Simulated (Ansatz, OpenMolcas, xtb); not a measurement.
## The dipole moment down a group: O to Se

One atom is swapped for its congeners: OH; HS; HSe. All are doublets with charge 0.

Shapes, held fixed at every level: PBE0-D4/def2-TZVP. Programs: Ansatz 0.2.0, OpenMolcas 26.06, xtb 6.7.1. Values in D.

How should the dipole moment change along the series?

At wB97M-V/def2-TZVPP the dipole moment falls at every step, from 1.71 to 0.56 D. Every level shows the same order. Open shells run unrestricted unless RO is named. Relativity is left out for Se unless named. Magnitudes only: a dipole under 1 D may point either way.

```json
{"level": "GFN2-xTB", "OH": "2.08", "HS": "1.44", "HSe": "1.07"}
{"level": "PBE-D4/def2-TZVPP", "OH": "1.66", "HS": "0.84", "HSe": "0.55"}
{"level": "r2SCAN-D4/def2-TZVPP", "OH": "1.70", "HS": "0.88", "HSe": "0.60"}
{"level": "B3LYP/6-31G* (Cartesian functions)", "OH": "1.76", "HS": "1.07", "HSe": "0.75"}
{"level": "B3LYP-D4/def2-TZVPP", "OH": "1.71", "HS": "0.84", "HSe": "0.54"}
{"level": "wB97M-V/def2-TZVPP", "OH": "1.71", "HS": "0.83", "HSe": "0.56"}
```
